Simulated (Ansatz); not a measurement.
CH2BFO (`O=CBF`) at its PBE0-D4/def2-TZVP geometry, where that method's forces vanish. The species carries charge 0 and has multiplicity 1.

```xyz
6

O    -1.1999   -0.5632    1.1927
C    -0.4051    0.1901    0.6826
B     0.3758   -0.2120   -0.6591
F     1.2263    0.6598   -1.1563
H    -0.2087    1.1836    1.1503
H     0.2116   -1.2584   -1.2103
```

Q: What forces (eV/Å) does ωB97M-V/def2-TZVPP give on these atoms in Ansatz 0.2.0? (Estimate.)

A: Computed: 
```
O1  -0.073 -0.074  0.044
C2   0.126  0.211 -0.015
B3  -0.154 -0.303 -0.018
F4   0.115  0.129 -0.058
H5  -0.036 -0.111 -0.033
H6   0.023  0.148  0.079
```
